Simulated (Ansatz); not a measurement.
Computed with frozen-core CCSD(T)/cc-pVTZ // B3LYP-D3(BJ)/def2-TZVP run with Ansatz (a program for electronic structure).

Ansatz 0.2 input:
```yaml
crystal:
  periodic: [false, false, false]
  atoms:
    - { symbol: Si, position_ang: [-3.184502, -0.032056, -0.011229] }
    - { symbol: O, position_ang: [-1.876988, -0.987495, -0.26153] }
    - { symbol: Si, position_ang: [-0.272734, -1.208034, 0.02055] }
    - { symbol: Si, position_ang: [0.852036, 0.824497, 0.364435] }
    - { symbol: Si, position_ang: [3.136633, 0.419795, 0.709217] }
    - { symbol: H, position_ang: [-2.772733, 1.3922, 0.006396] }
    - { symbol: H, position_ang: [-3.817977, -0.367755, 1.284673] }
    - { symbol: H, position_ang: [-4.14792, -0.259434, -1.108862] }
    - { symbol: H, position_ang: [-0.097991, -2.069684, 1.216758] }
    - { symbol: H, position_ang: [0.306189, -1.915158, -1.146254] }
    - { symbol: H, position_ang: [0.287195, 1.517316, 1.55242] }
    - { symbol: H, position_ang: [0.67547, 1.714053, -0.812923] }
    - { symbol: H, position_ang: [3.320908, -0.463275, 1.886783] }
    - { symbol: H, position_ang: [3.713914, -0.254927, -0.478989] }
    - { symbol: H, position_ang: [3.875326, 1.684162, 0.943435] }
basis:
  gaussian: { orbitals: cc-pVTZ }
correlation:
  method: ccsd_t
```

Output:

```
Functional definition: HF
1741 factors; integrals over basis functions are off by at most 1.3e-3 eV
mean field evaluation 1: about -33644.6635 eV, gradient 3.8e1 eV
mean field evaluation 2: about -33645.0187 eV, gradient 3.9e1 eV
mean field evaluation 4: about -33648.9998 eV, gradient 4.6e0 eV
mean field evaluation 8: about -33649.0982 eV, gradient 1.7e-1 eV
mean field evaluation 16: about -33649.0984 eV, gradient 1.8e-6 eV
mean field -33649.09841932 eV, -1236.5815587320 hartree, gradient 1.8e-6 eV, S^2 0.000000; 0 other end points of the search recorded, 0 dependent functions left out
21 core orbitals not correlated
reference -33649.09841932 eV, -1236.5815587320 hartree; 16, 16 occupied and 269, 269 virtual orbitals, 1741 factors
second order -20.06065399 eV of doubles, -0.00000000 eV of singles
cycle   1  -21.49464691 eV  change    -1.4e0 eV  update   1.2e-1
cycle   2  -22.20651461 eV  change   -7.1e-1 eV  update   3.6e-2
cycle   3  -22.32710306 eV  change   -1.2e-1 eV  update   1.7e-2
cycle   4  -22.31557756 eV  change    1.2e-2 eV  update   4.3e-3
cycle   5  -22.31358116 eV  change    2.0e-3 eV  update   1.7e-3
cycle   6  -22.31343709 eV  change    1.4e-4 eV  update   5.1e-4
cycle   7  -22.31309137 eV  change    3.5e-4 eV  update   1.9e-4
cycle   8  -22.31308060 eV  change    1.1e-5 eV  update   5.8e-5
cycle   9  -22.31311528 eV  change   -3.5e-5 eV  update   2.5e-5
perturbative correction -0.76627769 eV, -0.0281601858 hartree
Total energy: -33672.17781230 eV, -1237.4297107801 hartree
```

Cost: roughly 12 core-minutes.
